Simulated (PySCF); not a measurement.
GaHBr2, SMILES [Br][GaH][Br]. Heavy atoms are numbered as in [GaH:1]([Br:3])[Br:4]. Hydrogens are named by the atom that carries them.

Geometry optimised at ωB97X-D3(BJ)/def2-SVP. The structure was generated by enumeration; whether it is a known compound was not checked.

Level of theory: PySCF with PBE/pcSseg-1.

GIAO shieldings, no solvent; atoms alike by connectivity are averaged. δ = σ(ref) − σ: ¹H against TMS (σ = 31.49 ppm), references at their B3LYP-D3(BJ)/def2-TZVP geometries, non-relativistic (without spin–orbit terms, shifts of atoms bonded to Cl or Br come out too high).

| nucleus | atoms | count | δ (ppm) |
|---|---|---|---|
| ¹H | H on Ga1 | 1 | 7.10 |
